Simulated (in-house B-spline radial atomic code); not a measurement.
# Ionising the cerium ion Ce³⁺ with different functionals

Computed with an all-electron radial atomic-structure program (B-spline basis): four-component Dirac-Coulomb Hamiltonian, Fermi nucleus of rms radius 4.8771 fm, spin-restricted, spherical fractional occupations for the functionals. The ionisation energy is the difference of two self-consistent energies, [Xe] 4f1 → [Kr] 4d10 5s2 5p6, without Breit or QED terms; ε is the level of the shell that loses the electron (mean over j). The electron is taken from both j subshells in proportion to 2j + 1, so the result is a j average, not the step between ground levels.

Hybrids are left out here: with spherical fractional occupations of an open shell their exact exchange keeps a self-interaction that integer-occupation calculations don't have.

```json
{"method": "LDA VWN5", "rung": "LDA", "ΔSCF (eV)": "38.06", "-ε(4f) (eV)": "28.98"}
{"method": "relativistic LDA", "rung": "LDA", "ΔSCF (eV)": "38.23", "-ε(4f) (eV)": "29.13"}
{"method": "LDA PW92", "rung": "LDA", "ΔSCF (eV)": "38.06", "-ε(4f) (eV)": "28.97"}
{"method": "LDA exchange-only", "rung": "LDA", "ΔSCF (eV)": "36.22", "-ε(4f) (eV)": "27.20"}
{"method": "PBE", "rung": "GGA", "ΔSCF (eV)": "37.70", "-ε(4f) (eV)": "28.63"}
{"method": "PBEsol", "rung": "GGA", "ΔSCF (eV)": "37.75", "-ε(4f) (eV)": "28.68"}
{"method": "BLYP", "rung": "GGA", "ΔSCF (eV)": "?", "-ε(4f) (eV)": "?"}
{"method": "RPBE", "rung": "GGA", "ΔSCF (eV)": "37.62", "-ε(4f) (eV)": "28.56"}
{"method": "PW91", "rung": "GGA", "ΔSCF (eV)": "?", "-ε(4f) (eV)": "?"}
{"method": "BP86", "rung": "GGA", "ΔSCF (eV)": "37.81", "-ε(4f) (eV)": "28.74"}
{"method": "AM05", "rung": "GGA", "ΔSCF (eV)": "37.80", "-ε(4f) (eV)": "28.72"}
{"method": "OLYP", "rung": "GGA", "ΔSCF (eV)": "38.10", "-ε(4f) (eV)": "28.97"}
```

What does PW91 give?

ΔSCF 37.80 eV, and -ε(4f) = 28.73 eV.

What does BLYP give?

ΔSCF 37.51 eV, and -ε(4f) = 28.45 eV.

How do they compare with the NIST value?

NIST lists 36.91 eV ± 0.009 (semi-empirical, ground level to ground level). Errors run from -0.68 to +1.32 eV; BLYP is closest (+0.61 eV), but part of that can be cancellation, since the calculations leave out Breit-QED terms, spin polarisation, the choice among j levels, multiplet and fine-structure energies.
